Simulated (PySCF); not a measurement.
## UHF on H (hydrogen, neutral)

Configuration: 1s1, 2S determinant. Computed with PySCF 2.14 in dyall-v3z (9s2p1d, 20 functions), with scalar relativity by spin-free X2C-1e.

- Total energy: -0.500005 hartree
- One-electron energy: -0.5000 hartree
- Hartree (Coulomb) energy: 0.3125 hartree
- Exchange energy: -0.3125 hartree
- ⟨S²⟩: 0.7500
- ⟨L²⟩: 0.000
- Sum of ⟨r⟩: 1.500 bohr
- Sum of ⟨r²⟩: 3.000 bohr²
- Langevin diamagnetic susceptibility: -2.38 ×10⁻⁶ cm³/mol

| shell | electrons | mean orbital energy (eV) | rms radius, mean of both spins (bohr) |
| --- | --- | --- | --- |
| 1s α | 1 | -13.606 | 1.73 |
